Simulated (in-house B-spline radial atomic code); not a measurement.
Al VI (Al5+): [He] 2s2 2p4

Level of theory: non-relativistic LC-wPBE, spin-polarised, spherical fractional occupations, exact exchange averaged over the configuration, point nucleus; calculated with a B-spline radial code for spherical atoms.

Z_r = [3n² - l(l+1)]/(2<r>); Z_e = n√(-2ε); the last column is Slater's effective charge. Values are occupation-weighted means over spin.

```
shell  electrons   ε (eV)  <r> (bohr)    Z_r    Z_e  Slater
   1s          2  -1641.5      0.1204  12.46  10.98   12.70
   2s          2  -217.47      0.5873  10.22   8.00    9.55
   2p          4  -183.46      0.5379   9.30   7.34    9.55
```

The least bound orbital is 2p down at -178 eV, while the most diffuse is 2s down (<r> = 0.5905 bohr against 0.5444 bohr): energy order and size order differ.

The density falls to 0.001 bohr⁻³ at 1.726 bohr; Σ<r²> = 2.2891 bohr² gives, by the non-relativistic formula and without the paramagnetism of open shells, a Langevin diamagnetic susceptibility of -1.813×10⁻⁶ cm³/mol.
